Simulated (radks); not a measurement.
Results of a calculation; reference values are marked as such.
Ionisation of neutral argon, [Ar], to [Ne] 3s2 3p5 as the strength of local exchange is varied. Level of theory: scalar-relativistic Kohn-Sham, Slater X-alpha exchange (alpha = 2/3 is LDA exchange), no correlation, spin-polarised, spherical densities, point nucleus (a radial shooting solver on a logarithmic mesh with Libxc functionals).

| alpha | E(Ar) (hartree) | exchange (hartree) | IE (eV) | -e of the level emptied (eV) | <r> of it (bohr) |
|---|---|---|---|---|---|
| 0.601 | -523.64411 | -25.02628 | 13.576 | 8.244 (3p) | 1.708 |
| 0.637 | -525.14552 | -26.59231 | 14.063 | 8.692 (3p) | 1.693 |
| 0.667 | -526.39959 | -27.90307 | 14.475 | 9.072 (3p) | 1.681 |
| 0.743 | -529.58830 | -31.24695 | 15.544 | 10.062 (3p) | 1.652 |
| 0.814 | -532.58244 | -34.40095 | 16.572 | 11.023 (3p) | 1.626 |
| 0.932 | -537.59101 | -39.70701 | 18.346 | 12.693 (3p) | 1.585 |
| 0.977 | -539.51171 | -41.75159 | 19.043 | 13.354 (3p) | 1.570 |
| 1.02 | -541.35252 | -43.71615 | 19.720 | 13.998 (3p) | 1.556 |

NIST Atomic Spectra Database: 15.760 eV (measured). The Delta-SCF value meets it near alpha = 0.76. Open shells are spherical and high-spin; term and fine-structure splittings are not resolved.
